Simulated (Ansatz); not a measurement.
C3H7ClSi can be A, `ClC[SiH]1CC1`, or B, `[SiH3]C1(Cl)CC1`.

Computed with Ansatz on PBE0-D4/def2-TZVP structures; ΔE is electronic, products minus reactants. CCSD(T)/CBS adds triple-zeta CCSD(T) − MP2 to the extrapolated MP2 energy (def2 sets, frozen cores). Functionals use def2-TZVPP. B3LYP here is the variant with VWN-RPA as its local correlation; programs differ in this. Each species was taken in one conformer, which may not be the lowest.

Question: Which is lower in electronic energy at CCSD(T)/CBS, and by how much? (An estimate is asked.)

Answer: Ansatz gave: A, by 10.1 kJ/mol.

Question: Give E(B) − E(A) in kJ/mol with BLYP-D4, B3LYP, PBE-D4, r2SCAN-D4, CCSD(T)/def2-TZVPP, LDA (SPW92), B3LYP-D4. (Estimate.)

Answer: Ansatz gave: BLYP-D4 12.3, B3LYP 14.3, PBE-D4 15.9, r2SCAN-D4 14.7, CCSD(T)/def2-TZVPP 7.1, LDA (SPW92) 12.3, B3LYP-D4 10.0. None reverses the order clearly.

Question: Does the order hold for the free energy at 298.15 K (harmonic terms from PBE0-D4)? (An estimate is asked.)

Answer: Computed: Yes: G(B) − G(A) = +4.2 kJ/mol, for one conformer each.

Largest T1 diagnostic: 0.010.

In def2-TZVPP, CCSD(T) changes the Hartree–Fock value by +11.7 kJ/mol (the triples alone add +1.1 kJ/mol) and MP2 by +8.6 kJ/mol. The D4 term adds −4.3 kJ/mol with B3LYP and −2.1 kJ/mol with PBE0; it sums over pairs of atoms, weighted by their polarisabilities, and B3LYP, whose exchange is more repulsive, gets the larger term.
